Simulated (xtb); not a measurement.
C2F6, charge -1, doublet, at the geometry of the source list (a state made from the parent by changing its charge; the spin is typed, not shown lowest); GFN2-xTB (xtb 6.7.1).

The xtb input:
```
$ xtb mol.xyz --gfn 2 --chrg -1 --uhf 1 --etemp 3000 --json

# file mol.xyz
8

F      1.39660000    -0.29340000    -1.02660000
C      0.76480000    -0.07020000     0.11950000
F      1.25550000     1.03900000     0.65930000
F      1.01660000    -1.08260000     0.94070000
C     -0.76480000     0.07020000    -0.11950000
F     -1.01670000     1.08270000    -0.94060000
F     -1.25550000    -1.03900000    -0.65940000
F     -1.39660000     0.29330000     1.02660000
```

Write the output that xtb gives for this input, abridged.


```
   ID    Z sym.   atoms
    1    9 F      1, 3, 4, 6-8
    2    6 C      2, 5

           -------------------------------------------------
          |                Calculation Setup                |
           -------------------------------------------------

           -------------------------------------------------
          |                 G F N 2 - x T B                 |
           -------------------------------------------------

          ...................................................
          :                      SETUP                      :
          :.................................................:
          :  # basis functions                  32          :
          :  # atomic orbitals                  32          :
          :  # shells                           16          :
          :  # electrons                        51          :
          :  max. iterations                   250          :
          :  Hamiltonian                  GFN2-xTB          :
          :  restarted?                      false          :
          :  GBSA solvation                  false          :
          :  PC potential                    false          :
          :  electronic temp.         3000.0000000     K    :
          :  accuracy                    1.0000000          :
          :  -> integral cutoff          0.2500000E+02      :
          :  -> integral neglect         0.1000000E-07      :
          :  -> SCF convergence          0.1000000E-05 Eh   :
          :  -> wf. convergence          0.1000000E-03 e    :
          :  Broyden damping             0.4000000          :
          :  net charge                         -1          :
          :  unpaired electrons                  1          :
          ...................................................

 iter      E             dE          RMSdq      gap      omega  full diag
   1    -32.6426945 -0.326427E+02  0.532E+00    0.25       0.0  T
   2    -32.6700727 -0.273781E-01  0.285E+00    0.34       1.0  T
   3    -32.6708053 -0.732650E-03  0.113E+00    0.24       1.0  T
   4    -32.6710848 -0.279465E-03  0.116E-01    0.22       1.0  T
   5    -32.6710863 -0.153393E-05  0.179E-02    0.23       2.0  T
   6    -32.6710886 -0.222783E-05  0.251E-03    0.23      14.1  T
   7    -32.6710886 -0.713634E-09  0.834E-04    0.23      42.4  T
   8    -32.6710886 -0.272458E-08  0.176E-04    0.23     201.0  T

   *** convergence criteria satisfied after 8 iterations ***

[...]
         :: total energy             -32.588593368771 Eh    ::
[...]

     #   Z          covCN         q      C6AA      α(0)
     1   9 F        0.791    -0.287    12.178     4.122
     2   6 C        3.328     0.363    19.146     6.948
     3   9 F        0.791    -0.287    12.178     4.122
     4   9 F        0.791    -0.288    12.180     4.123
     5   6 C        3.328     0.363    19.146     6.948
     6   9 F        0.791    -0.288    12.181     4.123
     7   9 F        0.791    -0.287    12.179     4.122
     8   9 F        0.791    -0.287    12.178     4.122

 Mol. C6AA /au·bohr⁶  :        869.948478
 Mol. C8AA /au·bohr⁸  :      17612.814456
 Mol. α(0) /au        :         38.630401

Wiberg/Mayer (AO) data.
largest (>0.10) Wiberg bond orders for each atom

 ---------------------------------------------------------------------------
     #   Z sym  total        # sym  WBO       # sym  WBO       # sym  WBO
 ---------------------------------------------------------------------------
     1   9 F    0.944 --     2 C    0.844
     2   6 C    3.306 --     1 F    0.844     3 F    0.844     4 F    0.843
                             5 C    0.715
     3   9 F    0.944 --     2 C    0.844
     4   9 F    0.943 --     2 C    0.843
     5   6 C    3.306 --     8 F    0.844     7 F    0.844     6 F    0.843
                             2 C    0.715
     6   9 F    0.943 --     5 C    0.843
     7   9 F    0.944 --     5 C    0.844
     8   9 F    0.944 --     5 C    0.844
 ---------------------------------------------------------------------------

Topologies differ in total number of bonds
Writing topology from bond orders to xtbtopo.mol

molecular dipole:
                 x           y           z       tot (Debye)
 q only:        0.000       0.000       0.000
   full:        0.000       0.000       0.000       0.001
molecular quadrupole (traceless):
                xx          xy          yy          xz          yz          zz
 q only:       -3.037       0.427       1.555      -0.727       0.069       1.482
  q+dip:       -0.737       0.105       0.377      -0.179       0.018       0.360
   full:       -1.185       0.167       0.606      -0.285       0.028       0.579

           -------------------------------------------------
          | TOTAL ENERGY              -32.588593368771 Eh   |
          | GRADIENT NORM               0.344365931119 Eh/α |
          | HOMO-LUMO GAP               0.227195442785 eV   |
           -------------------------------------------------

normal termination of xtb
```
